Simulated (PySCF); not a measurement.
# Pb(II) with more and more NH2

Computed with PySCF 2.14.0, PBE0, def2-SVP on the ligands, density fitting, scalar-relativistic core potentials, no spin-orbit coupling, vacuum. The metal has def2-SVP with ECP60. Each complex is relaxed within the symmetry of its template. Distances are means of the shortest metal–ligand contacts, charges and spins Mulliken's; removal energies are rigid, with the ligand's formal charge and no counterpoise, so too large; for an anion taken off a cation in vacuum most of it is the attraction of opposite charges, and multiply charged cations can part far more cheaply with an electron moved from ligand to metal.

```csv
complex,point group,M–NH2 (Å),charge on M (e),dipole (D),HOMO–LUMO gap (eV),removal of one NH2 (eV),"strongest infrared band, degenerate modes summed (cm⁻¹)",unstable modes (below −25 cm⁻¹)
[Pb(NH2)]+,C2v,2.082,1.10,–,4.35,18.19,495,0
[Pb(NH2)3]−,nearly D3h,2.387,0.52,–,4.10,2.70,–,5
```

Question: What does the calculation give for Pb(NH2)2?

Answer: point group: C2, nearly planar, M–NH2 (Å): 2.139, charge on M (e): 0.58, dipole (D): 0.23, HOMO–LUMO gap (eV): 4.92, removal of one NH2 (eV): 10.26, strongest infrared band, degenerate modes summed (cm⁻¹): 193, unstable modes (below −25 cm⁻¹): 0.
```xyz
7

Pb    0.0000    0.0000   -0.1240
N     1.5347    0.2267    1.3481
H     1.3764    0.2946    2.3490
H     2.4815    0.5100    1.1170
N    -1.5347   -0.2267    1.3481
H    -1.3764   -0.2946    2.3490
H    -2.4815   -0.5100    1.1170
```

The more ligands, the longer each bond and the weaker the last ligand is held.

Members with unstable modes aren't minima as they stand: saddle points kept by symmetry or, where the modes are soft, flat surfaces and noise. Moved off a saddle point of the template and relaxed again: Pb(NH2)2, [Pb(NH2)3]−. One start shape was tried for each, so a minimum needn't be the lowest isomer.
